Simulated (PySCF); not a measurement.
Computed shifts of a molecule C6H6, PBE/pcSseg-1 in PySCF, GIAO, gas phase, equivalent atoms averaged, in ppm (number of nuclei): ¹³C: 162.1 (1), 141.7 (2), 133.5 (1), 130.1 (2). ¹H: 6.81 (2), 6.42 (2), 6.31 (2). References: ¹³C against TMS (σ = 182.0 ppm); ¹H against TMS (σ = 31.49 ppm), references at their B3LYP-D3(BJ)/def2-TZVP geometries, non-relativistic. The structure is a stationary point at PBE0-D3(BJ)/def2-SVP. The values are those of a single conformer.

Task: Identify the compound among the candidates.
A. C=C1C=CC=C1
B. C=C=CC#CC
C. C#CC(=C)C=C
D. C#CC(C)=C=C

Result: A, C=C1C=CC=C1
